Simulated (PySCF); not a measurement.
SnFCl3, SMILES [F][Sn]([Cl])([Cl])[Cl]. Geometry optimised at PBE0-D3(BJ)/def2-SVP. The def2 effective core potentials stand for the cores of Sn; spin–orbit coupling is left out.

Computed equilibrium geometry at PBE0-D3(BJ)/def2-SVP (PySCF confirms it by a frequency run) as bond lengths and angles, and its point group:
point group C3v.
Atoms: F1 Sn2 Cl3 Cl4 Cl5. Bonded distances (Å): F1–Sn2 1.917, Sn2–Cl3 2.308, Sn2–Cl4 2.308, Sn2–Cl5 2.308. Bond angles (°): F1–Sn2–Cl3 107.7, F1–Sn2–Cl4 107.7, F1–Sn2–Cl5 107.7, Cl3–Sn2–Cl4 111.2, Cl3–Sn2–Cl5 111.2, Cl4–Sn2–Cl5 111.2.
Charge 0, spin multiplicity 1.
